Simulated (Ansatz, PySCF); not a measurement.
Reaction R1 → P1 + P2, each structure at its B3LYP-D3(BJ)/def2-TZVP stationary point, reached from a drawn start (curvature not checked).
R1, Cl3NbO (SMILES [O]=[Nb]([Cl])([Cl])[Cl]) (charge 0, multiplicity 1):
```csv
atom,x (Å),y (Å),z (Å)
Nb,0.0494,0.0486,0.0494
O,1.0296,1.0142,1.0289
Cl,1.4138,-1.2537,-1.2478
Cl,-1.2345,1.4329,-1.2453
Cl,-1.2583,-1.2421,1.4149
```
P1, Cl2NbO (SMILES [O]=[Nb]([Cl])[Cl]) (charge 0, multiplicity 2, Z-matrix in Å and degrees):
```
Nb
O 1 1.6924
Cl 1 2.3104 2 115.38
Cl 1 2.3105 2 115.38 3 179.65
```
P2: Cl atom, charge 0, multiplicity 2.

P less R. No zero-point or thermal terms; singlets are restricted closed shells; open shells are unrestricted; no spin–orbit coupling. The spin states of the d-block species are the ones drawn and need not be the lowest.

Cores are frozen in the correlated methods.

Run with Ansatz (a program for electronic structure); PySCF for M06-2X. Each number belongs to the level named beside it. Elements past Kr take the def2 small-core potentials, without spin–orbit coupling.

```json
[
 {"level": "HF/def2-TZVPP", "reaction energy (kcal/mol)": "64.08"},
 {"level": "BLYP/def2-TZVPP", "reaction energy (kcal/mol)": "103.90"},
 {"level": "B97M-V/def2-TZVPP", "reaction energy (kcal/mol)": "110.62"},
 {"level": "PBE0/def2-TZVPP", "reaction energy (kcal/mol)": "104.34"},
 {"level": "M06-2X/def2-TZVPP", "reaction energy (kcal/mol)": "100.27"},
 {"level": "wB97X-V/def2-TZVPP", "reaction energy (kcal/mol)": "104.51"},
 {"level": "SCS-MP2/def2-QZVPP", "reaction energy (kcal/mol)": "___"},
 {"level": "CCSD/def2-SVP", "reaction energy (kcal/mol)": "___"},
 {"level": "CCSD(T)/def2-QZVPP", "reaction energy (kcal/mol)": "___"}
]
```

Problem. Fill in the missing entries.

Solution. 
- SCS-MP2/def2-QZVPP, reaction energy (kcal/mol): 110.07
- CCSD/def2-SVP, reaction energy (kcal/mol): 92.27
- CCSD(T)/def2-QZVPP, reaction energy (kcal/mol): 103.02
